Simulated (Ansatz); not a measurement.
Harmonic frequencies (cm⁻¹) at PBE0-D4/def2-TZVP from Ansatz: 93, 128, 145, 145, 149, 160, 160, 241, 242, 272, 272, 302, 493, 542, 542, 678, 678, 703, 1179, 1428, 1428, 3021, 3105, 3105, 4022, 4022, 4025.

Each molecule was computed in one conformer, which needn't be the lowest.

(1) Which molecule is it?
A. `C[O][Hf]([F])([F])[O]C`
B. `[SeH][Hf]([SeH])([SeH])[SeH]`
C. `[CH3][Hf]([OH])([OH])[OH]`
D. `[OH][Hf]([OH])([SH])[SH]`

Answers

(1) C.
